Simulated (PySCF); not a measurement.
## Te(2+) (tellurium, charge +2) across methods

[Kr] 4d10 5s1 5p3, high-spin 5S determinant (an excited configuration). Computed with PySCF 2.14 in aug-cc-pwCVDZ-PP with ECP28MDF, with a scalar-relativistic core potential.

```json
{"method": "M06-L", "E (hartree)": "-266.8445", "mean ε 4d β (eV)": "-61.995", "mean ε 5s α (eV)": "-34.877", "mean ε 5p α (eV)": "-23.978", "Σ⟨r²⟩ (bohr²)": "38.96", "⟨S²⟩": "6.002"}
{"method": "wB97M-V", "E (hartree)": "-266.6695", "mean ε 4d β (eV)": "-67.055", "mean ε 5s α (eV)": "-39.831", "mean ε 5p α (eV)": "-27.793", "Σ⟨r²⟩ (bohr²)": "39.10", "⟨S²⟩": "6.002"}
{"method": "UHF", "E (hartree)": "-265.84345", "mean ε 4d β (eV)": "-72.954", "mean ε 5s α (eV)": "-42.822", "mean ε 5p α (eV)": "-28.908", "Σ⟨r²⟩ (bohr²)": "39.40", "⟨S²⟩": "6.003"}
{"method": "r2SCAN", "E (hartree)": "-266.8017", "mean ε 4d β (eV)": "-62.048", "mean ε 5s α (eV)": "-35.788", "mean ε 5p α (eV)": "-24.655", "Σ⟨r²⟩ (bohr²)": "38.92", "⟨S²⟩": "6.003"}
{"method": "PBE", "E (hartree)": "-266.6645", "mean ε 4d β (eV)": "-61.202", "mean ε 5s α (eV)": "-34.858", "mean ε 5p α (eV)": "-24.173", "Σ⟨r²⟩ (bohr²)": "39.10", "⟨S²⟩": "6.001"}
{"method": "LDA", "E (hartree)": "-266.2482", "mean ε 4d β (eV)": "-61.262", "mean ε 5s α (eV)": "-35.028", "mean ε 5p α (eV)": "-24.240", "Σ⟨r²⟩ (bohr²)": "39.13", "⟨S²⟩": "6.001"}
{"method": "BP86", "E (hartree)": "-266.7896", "mean ε 4d β (eV)": "-61.306", "mean ε 5s α (eV)": "-34.935", "mean ε 5p α (eV)": "-24.229", "Σ⟨r²⟩ (bohr²)": "39.02", "⟨S²⟩": "6.001"}
{"method": "PBE0", "E (hartree)": "-266.7008", "mean ε 4d β (eV)": "-64.452", "mean ε 5s α (eV)": "-37.063", "mean ε 5p α (eV)": "-25.521", "Σ⟨r²⟩ (bohr²)": "39.06", "⟨S²⟩": "6.001"}
```

Energies and moments cover only the electrons outside the core potential.
